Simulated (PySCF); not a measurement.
Input of a run (PBE0-D3(BJ)/def2-SVP geometry optimisation, gas phase (PySCF 2.14.0)), started from MMFF94s:
```
{"job": {"xc": "PBE0", "basis": "def2-SVP", "d3": "d3bj", "grid": 1, "kind": "geom"}, "charge": 0, "multiplicity": 1}
C     -0.649293     1.275599    -0.287768
C      0.158142     0.109267     0.277664
C      1.223709    -0.354261    -0.713145
C     -0.754141    -1.045515     0.685355
Br     1.081867     0.747503     1.899522
H     -1.186038     0.976038    -1.194938
H     -1.392000     1.638074     0.432398
H     -0.004626     2.122960    -0.548583
H      1.831822    -1.167253    -0.299765
H      0.764412    -0.721218    -1.637903
H      1.905374     0.460905    -0.982364
H     -1.295215    -1.441059    -0.181576
H     -1.498921    -0.728885     1.424739
H     -0.185090    -1.872157     1.126361
```

Output (energies in Eh, forces in Eh/bohr):
```
step   0  E = -2731.10555643  max force = 0.012032
step   1  E = -2731.10607264  max force = 0.001439
step   2  E = -2731.10616539  max force = 0.000427
step   3  E = -2731.10619414  max force = 0.000312
step   4  E = -2731.10623371  max force = 0.000408
step   5  E = -2731.10625396  max force = 0.000301
step   6  E = -2731.10625935  max force = 0.000083
optimisation converged
```

Question: Summarise the run.

Answer: The energy falls by 0.44 kcal/mol over 7 energy and gradient evaluations, the largest force component goes from 0.0120 to 8.3e-05 Eh/bohr, and the atoms move by 0.016 Å rms after alignment. The bond that changes most is C2–Br5 (sp3 C–Br carbon to alkyl bromine), which lengthens by 0.022 Å. Bonds longer at the end by more than 0.005 Å: 4 of 13; shorter: 3. The energy never rose by more than 1e-6 Eh on the way. The first step brought 73 % of the lowering.

Question: What are the final bond lengths?

Answer: C1–C2 1.519 Å, C2–C3 1.519 Å, C2–C4 1.519 Å, C2–Br5 1.994 Å, C1–H6 1.103 Å, C1–H7 1.099 Å, C1–H8 1.099 Å, C3–H9 1.099 Å, C3–H10 1.103 Å, C3–H11 1.099 Å, C4–H12 1.103 Å, C4–H13 1.099 Å, C4–H14 1.099 Å. Numbering counts from 1 in the input's order; the species is `CC(C)(C)Br`.

The run used 133 basis functions and 40 SCF cycles in all.

Stationary, but not proved a minimum.
